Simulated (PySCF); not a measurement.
Bi(H)2(TeH) (BiH3Te), SMILES [BiH2][TeH].

The structure is a stationary point at B3LYP-D3(BJ)/def2-TZVP. The def2 effective core potentials stand for the cores of Bi, Te; spin–orbit coupling is left out.

All values below come from C-PCM-M06-2X/def2-SVP (PySCF).

The values are the electrostatic part of the solvation free energy, E(continuum) − E(gas) at the gas-phase geometry, in a cavity of scaled van der Waals radii (PySCF's table); cavitation and dispersion terms are not included. A continuum can't describe solvent molecules that bind to the metal. In vacuum the orbital gap is 6.22 eV. The dipole moment in vacuum is 2.34 D.

Computed values in water (ε = 78.36), benzene (ε = 2.27), acetone (ε = 20.49):
```tsv
solvent	ε	ΔG(elec) (kcal/mol)	dipole (D)	gap (eV)
water	78.36	-3.3	3.77	6.55
benzene	2.27	-1.6	3.00	6.39
acetone	20.49	-3.1	3.69	6.54
```
